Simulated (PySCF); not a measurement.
O3Se, SMILES O=[Se+2]([O-])[O-].

Geometry: B3LYP-D3(BJ)/def2-SVP.

Two levels are set side by side: PBE/def2-TZVPD (PySCF) and ωB97X/def2-TZVPD (PySCF). Same geometry, gas phase. Differences are taken from unrounded values.

| quantity | ωB97X |
|---|---|
| orbital gap (eV) | 10.96 |
| highest occupied level (eV) | -12.68 |
| lowest empty level (eV) | -1.71 |
| mean polarisability (bohr³) | 36.9 |

Q: What does PBE give, and how far is it from ωB97X? (Estimate from the structure and the level; the computed values follow.)

A: 
```
quantity                       PBE  PBE minus ωB97X
---------------------------  -----  ---------------
orbital gap (eV)              3.49            -7.47
highest occupied level (eV)  -8.38             4.30
lowest empty level (eV)      -4.89            -3.18
mean polarisability (bohr³)   38.4              1.5
```

Without exact exchange PBE keeps part of each electron's self-repulsion, which lifts occupied levels and narrows the gap. Loosely held outer electrons make PBE densities more polarisable. Differences between two approximate levels are no errors against the true value.

Rough cost on one machine, each run with all the roots and properties that it gave: ωB97X against PBE within a factor of 2.
